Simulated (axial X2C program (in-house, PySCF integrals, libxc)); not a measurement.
What spin–orbit coupling does to SeBr⁺

Calculated with an in-house relativistic program for diatomic molecules. Spin-free means the one-electron spin-free X2C Hamiltonian; two-component (2c) means X2C with spin–orbit coupling and atomic mean-field two-electron Coulomb and Gaunt terms, so the difference of the two also holds small scalar two-electron terms. Basis: Br dyall-cv3z [8s9p6d4f1g], Se dyall-cv3z [8s9p6d4f1g] (cores contracted in-house); Gaussian nuclei, density fitting, unrestricted open shells. Masses: Br 78.918 u, Se 79.917 u.

Spin-free state: M_S = 1, Λ = 0 (beyond evenly filled blocks: π+α, π-α); fragments Br + Se+.

```json
{"level": "PBE0", "Re (Å)": "2.168", "ωe (cm⁻¹)": "390.6", "De (eV)": "3.224", "μ (D)": "1.19"}
```

Dipoles are positive if Se is the positive end and refer to the centre of mass.

Two-component determinant lowest at the distance of the search:

Ω = 1 (⟨Sz⟩ = 1.00, ⟨Lz⟩ = 0.00 at PBE0); fragments Br + Se+.

```
level  Re (Å)  ωe (cm⁻¹)  De (eV)  μ (D)
 PBE0   2.171      388.2    3.111   1.18
```

(1) From the two tables, how do the constants change at the PBE0 level (2c against spin-free)?

The state is a single determinant with fixed occupations, the lowest that a limited PBE0 search found. Dissociation energies refer to the lowest single-determinant-based atoms at the same level and basis. Density functionals use the spin component along the axis (collinear). PBE0 can misorder states that lie within some tenths of an eV, so this need not be the ground state of the molecule. The nearest other spin-free determinant of the search, M_S = 0, Λ = 2, lies 0.80 eV up at the distance of the search. The functionals have no current-density term, which raises determinants with orbital currents, atoms included. With several unpaired electrons one determinant need not be a pure state. Open-shell Ω = 0 determinants with evenly filled partner blocks cannot be reached by this program, so the Ω shown need not be the lowest component. This is the Ω = 1 component of a π² triplet; the 0⁺ component is not one determinant and can lie lowest.

## Answers

(1) At the PBE0 level Re goes up by 0.003 Å and ωe drops by 2.4 cm⁻¹; De changes by -0.113 eV.
